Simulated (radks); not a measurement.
Values are calculated unless marked as measured or tabulated.
Charge is removed step by step from the 5s1/2 level of the ytterbium ion Yb+, starting from [Xe] 4f14 6s1. Code: a radial shooting solver on a logarithmic mesh with Libxc functionals. Model: Dirac Kohn-Sham, BLYP, spin-unpolarised, spherical densities, finite nucleus; Fermi nuclear charge, rms radius 5.3108 fm.

removed (e) = 0: E - E(0) (eV) 0.000; eigenvalue (eV) -61.437; E minus straight line (eV) 0.000
removed (e) = 0.125: E - E(0) (eV) 7.785; eigenvalue (eV) -63.128; E minus straight line (eV) -0.770
removed (e) = 0.25: E - E(0) (eV) 15.783; eigenvalue (eV) -64.850; E minus straight line (eV) -1.326
removed (e) = 0.375: E - E(0) (eV) 23.999; eigenvalue (eV) -66.600; E minus straight line (eV) -1.666
removed (e) = 0.5: E - E(0) (eV) 32.434; eigenvalue (eV) -68.375; E minus straight line (eV) -1.785
removed (e) = 0.625: E - E(0) (eV) 41.094; eigenvalue (eV) -70.174; E minus straight line (eV) -1.681
removed (e) = 0.75: E - E(0) (eV) 49.979; eigenvalue (eV) -71.995; E minus straight line (eV) -1.350
removed (e) = 0.875: E - E(0) (eV) 59.093; eigenvalue (eV) -73.837; E minus straight line (eV) -0.791
removed (e) = 1: E - E(0) (eV) 68.439; eigenvalue (eV) -75.698; E minus straight line (eV) 0.000

Removing the whole electron costs 68.439 eV by Delta-SCF, against 61.437 eV from minus the eigenvalue at the starting occupation. Slater's transition state (half an electron removed) gives 68.375 eV. Integrating minus the eigenvalue over the occupation (Janak's theorem) gives 68.439 eV. The mean slope of the eigenvalue, de/dn, is 14.3 eV per electron.
